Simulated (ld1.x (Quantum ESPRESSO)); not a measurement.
# phosphorus, TM: configuration errors across variants

* Element: phosphorus (P)
* Generator: ld1.x (Quantum ESPRESSO) 7.5
* Type: norm-conserving Troullier–Martins (Kleinman–Bylander form)
* Functional: LDA (PZ)
* Relativity: non-relativistic
* Frozen core: [Ne]
* Valence charge: 5
* Reference configuration: 3s2 3p3
* Partial waves: 3s (bound): rc 1.50 bohr; 3p (bound): rc 1.75 bohr
* Local potential: all-electron potential smoothed inside 1.55 bohr (lloc = -1)
* Core correction: none

All-electron excitation energies from the reference (eV): (1) 3s2 3p2 9.833; (2) 3s2 3p1 29.095; (3) 3s2 3p0 59.000; (4) 3s1 3p4 8.407; (5) 3s1 3p3 18.809; (6) 3s2 3p2.5 3.827; (7) 3s0 3p5 16.954; (8) 3s2 3p3 spin -1.510; (9) 3s2 3p2 spin 8.990.

Spin tests fill each open shell by Hund’s rule, majority spin first.

Errors AE − PS in meV (a dash: test not solved or not reliable):

| change | (1) | (2) | (3) | (4) | (5) | (6) | (7) | (8) | (9) | bound ghosts |
| --- | --- | --- | --- | --- | --- | --- | --- | --- | --- | --- |
| base | +5.6 | +42 | +165 | +2.9 | +14 | +1.0 | +12 | +120 | +86 | none |
| all radii scaled by about 0.76 (s 1.14, p 1.32 bohr); local potential all-electron potential smoothed inside 1.16 bohr (lloc = -1) | +8.6 | +63 | +242 | +5.8 | +20 | +1.5 | +27 | +117 | +87 | none |
| all radii scaled by about 0.86 (s 1.28, p 1.50 bohr); local potential all-electron potential smoothed inside 1.32 bohr (lloc = -1) | +6.6 | +49 | +187 | +3.4 | +16 | +1.1 | +15 | +120 | +87 | none |
| all radii scaled by about 1.08 (s 1.62, p 1.90 bohr); local potential all-electron potential smoothed inside 1.68 bohr (lloc = -1) | +5.6 | +42 | +164 | +2.8 | +14 | +1.0 | +11 | +120 | +86 | none |
| all radii scaled by about 1.26 (s 1.88, p 2.20 bohr); local potential all-electron potential smoothed inside 1.94 bohr (lloc = -1) | +5.7 | +43 | +168 | +1.5 | +11 | +1.0 | +6.9 | +121 | +87 | none |
| all radii scaled by about 1.37 (s 2.06, p 2.40 bohr); local potential all-electron potential smoothed inside 2.14 bohr (lloc = -1) | +5.6 | +43 | +170 | -0.2 | +6.7 | +1.0 | +1.0 | +121 | +87 | none |

**Question.** Give the same row for: all radii scaled by about 1.20 (s 1.80, p 2.10 bohr); local potential all-electron potential smoothed inside 1.86 bohr (lloc = -1).

**Answer.** +5.6, +43, +165, +2.1, +12, +1.0, +9.2, +120, +86; bound ghosts: none.
